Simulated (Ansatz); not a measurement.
The cluster Mn₂Cu₂. The state is a multiplicity 9 with charge 0. Geometry r2SCAN-D4/def2-SVP; atoms count from 1.

Cartesian coordinates in Å:
```
Cu -1.5596 -0.4820 1.2844
Cu 1.5565 0.4781 -1.2896
Mn -0.6282 1.0193 -0.3803
Mn 0.6313 -1.0154 0.3855
```

The charge 0 multiplicity 9 is spin-contaminated (final ⟨S²⟩ up to 21.02, 20.00 for a pure state). The structure comes from a short search, and lower isomers may exist.

**Question.** Estimate the Mulliken populations from the PBE0/def2-TZVP orbitals of Ansatz.

**Answer.** 
```csv
atom,charge (e),spin (α − β),d electrons
Cu1,-0.24,-0.07,9.87
Cu2,-0.24,-0.07,9.87
Mn3,0.24,4.07,5.50
Mn4,0.24,4.07,5.50
```
Mulliken values depend strongly on the basis.

**Question.** Where does the spin sit?

**Answer.** Summed by element: Cu -0.14, Mn 8.14, of 8 unpaired in all. Largest on single atoms: Mn3 4.07, Mn4 4.07, Cu1 -0.07.

**Question.** And the Mayer bond orders between heavy atoms (over 0.3)?

**Answer.** Cu1–Mn3 0.60 (2.43 Å); Cu1–Mn4 0.60 (2.43 Å); Cu2–Mn3 0.60 (2.43 Å); Cu2–Mn4 0.60 (2.43 Å); Mn3–Mn4 0.82 (2.51 Å).
